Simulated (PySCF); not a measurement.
UHF on La²⁺ (lanthanum, charge +2)

Configuration: [Xe] 5d1, 2D determinant. All numbers are calculated (PySCF 2.14, the spin-free X2C one-electron Hamiltonian (Gaussian nucleus), in x2c-TZVPPall with one added diffuse shell each of s, p, d type (12s8p8d3f1g, 106 functions)).

* Total energy: -8488.704005 hartree
* One-electron energy: -11547.6402 hartree
* Hartree (Coulomb) energy: 3261.3350 hartree
* Exchange energy: -202.3988 hartree
* ⟨S²⟩: 0.7555
* ⟨L²⟩: 6.058
* Sum of ⟨r⟩: 35.37 bohr
* Sum of ⟨r²⟩: 48.08 bohr²
* Traceless quadrupole moment −½Σ⟨3z² − r²⟩ along its main axis: 2.17 e·bohr²
* Langevin diamagnetic susceptibility: -38.1 ×10⁻⁶ cm³/mol

| shell | electrons | mean orbital energy (eV) | spread (eV) | rms radius, mean of both spins (bohr) |
| --- | --- | --- | --- | --- |
| 1s β | 1 | -39131.5 | 0 | 0.0286 |
| 1s α | 1 | -39131.5 | 0 | 0.0286 |
| 2s α | 1 | -6348.1 | 0 | 0.116 |
| 2s β | 1 | -6348.0 | 0 | 0.116 |
| 2p α | 3 | -5689.5 | 0.006 | 0.104 |
| 2p β | 3 | -5689.5 | 0.067 | 0.104 |
| 3s α | 1 | -1413.8 | 0 | 0.303 |
| 3s β | 1 | -1413.7 | 0 | 0.303 |
| 3p α | 3 | -1197.9 | 0.103 | 0.304 |
| 3p β | 3 | -1197.9 | 0.138 | 0.304 |
| 3d α | 5 | -885.17 | 0.197 | 0.281 |
| 3d β | 5 | -885.10 | 0.147 | 0.281 |
| 4s α | 1 | -315.12 | 0 | 0.694 |
| 4s β | 1 | -315.02 | 0 | 0.694 |
| 4p α | 3 | -241.96 | 0.135 | 0.737 |
| 4p β | 3 | -241.86 | 0.277 | 0.737 |
| 4d α | 5 | -132.13 | 0.432 | 0.826 |
| 4d β | 5 | -131.98 | 0.366 | 0.826 |
| 5s α | 1 | -61.921 | 0 | 1.67 |
| 5s β | 1 | -61.290 | 0 | 1.67 |
| 5p α | 3 | -41.377 | 0.622 | 1.91 |
| 5p β | 3 | -40.305 | 0.939 | 1.91 |
| 5d α | 1 | -18.513 | 0 | 2.83 |

Spin-orbit coupling, absent here, splits the open shell strongly.

Densities and radii are taken from the X2C orbitals without a picture-change correction, which distorts them close to the nucleus.

Spin-orbit constants ζ (cm⁻¹) from the X2C one-electron operator on these orbitals: bare nucleus, nucleus screened by l(l+1)(2l+1)/3 electrons, and screened by the Breit-Pauli mean field of the electrons.

| shell | bare | screened nucleus | mean field |
| --- | --- | --- | --- |
| 2p | 2176000 | 2099000 | n/a |
| 3p | 429200 | 414100 | n/a |
| 3d | 66290 | 54660 | n/a |
| 4p | 89120 | 85990 | n/a |
| 4d | 11230 | 9257 | n/a |
| 5p | 12290 | 11860 | n/a |
| 5d | 840.0 | 692.7 | n/a |

To first order the Landé constant is A = 692.7 cm⁻¹, so the lowest level has J = 3/2 and lies 0.129 eV below the centre of the term. First order in ζ underestimates the shift of the j = l − 1/2 level at high Z.
